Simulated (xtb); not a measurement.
SnF2Cl2, SMILES [F][Sn]([F])([Cl])[Cl]. All values are semi-empirical tight-binding results from xtb (GFN2-xTB unless named), good for trends rather than for accurate numbers. Coordinates come from a GFN2-xTB optimisation.

Optimised geometry:

Bonds (Å): F1–Sn2 1.974, Sn2–F3 1.974, Sn2–Cl4 2.277, Sn2–Cl5 2.277. Angles (°): F1–Sn2–F3 102.8, F1–Sn2–Cl4 108.7, F1–Sn2–Cl5 108.7, F3–Sn2–Cl4 108.7, F3–Sn2–Cl5 108.7, Cl4–Sn2–Cl5 118.3.

For metal compounds this method's bond lengths and energies can be far off.

```json
{
 "point_group_as_xtb_finds_it": "C2v",
 "orbital_gap": "2.90 eV",
 "zero_point_energy": "2.7 kcal/mol",
 "G − E(el) at 298.15 K (modified RRHO)": "-19.2 kcal/mol"
}
```

Question: Give the atomic charges and the Wiberg bond orders between heavy atoms. (Estimate from the structure and the level; the computed values follow.)

Answer: charges (e) F1 -0.27, Sn2 0.56, F3 -0.27, Cl4 -0.01, Cl5 -0.01. Bond orders F1–Sn2 0.76, Sn2–F3 0.76, Sn2–Cl4 0.84, Sn2–Cl5 0.84.
